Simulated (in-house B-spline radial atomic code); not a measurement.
Results of a calculation; reference values are marked as such.
**Nb in an electron gas of r_s = 1.8: phase shifts, screening and friction**

A nucleus sits in a uniform electron gas with a rigid positive background. The Kohn-Sham equations are solved self-consistently in the spin-unpolarised LDA (PW92), non-relativistic, on B-splines with outgoing waves at the boundary and partial waves to l = 8. The model has no lattice, no bands and no magnetic solution. Atomic units; δ_l are the phase shifts at the Fermi level, counted so that each bound state adds π, and good to about 0.0005.

The density parameter is r_s = 1.8 bohr.

| l | δ_l (rad) |
| --- | --- |
| 0 | 11.4260 |
| 1 | 8.9342 |
| 2 | 5.0335 |
| 3 | 0.1049 |
| 4 | 0.0215 |
| 5 | 0.0045 |
| 6 | 0.0008 |
| 7 | -0.0001 |
| 8 | -0.0002 |

Bound levels below the band bottom (hartree): s -14.65, p -11.81, d -6.597, s -1.379, p -0.6165 and deeper ones.

Problem. Check the Friedel sum rule, and say where the screening charge sits.

Solution. k_F = (9π/4)^(1/3)/r_s = 1.06620. The rule is Z = (2/π) Σ (2l + 1) δ_l. The terms are s 7.274, p 17.063, d 16.022, f 0.467 and 0.158 beyond, in all 40.985 against Z = 41. Bound states hold 8 s, 18 p, 10 d electrons, so the scattering states carry 4.98 in all; where a term is smaller than its bound count, the bound level has drawn weight out of the band.

Problem. Find the transport cross section and the electronic stopping of a 1 keV Nb ion (mass 92.91 u).

Solution. σ_tr = (4π/k_F²) Σ (l + 1) sin²(δ_l − δ_(l+1)). The terms for l = 0 to 3 are 0.3661, 0.9474, 2.8619, 0.0278, all together 4.2047, so σ_tr = 11.054 × 4.2047 = 46.480 bohr². With n = 3/(4π r_s³) = 0.04093, the friction coefficient is Q = n k_F σ_tr = 2.0286. For v well below v_F = 1.066, dE/dx = Q v; with 24801 eV per u at v = 1, v = √(1000/(24801 × 92.91)) = 0.0208, so dE/dx = 0.04226 hartree/bohr = 21.7 eV/nm. The largest term couples the d and f waves.
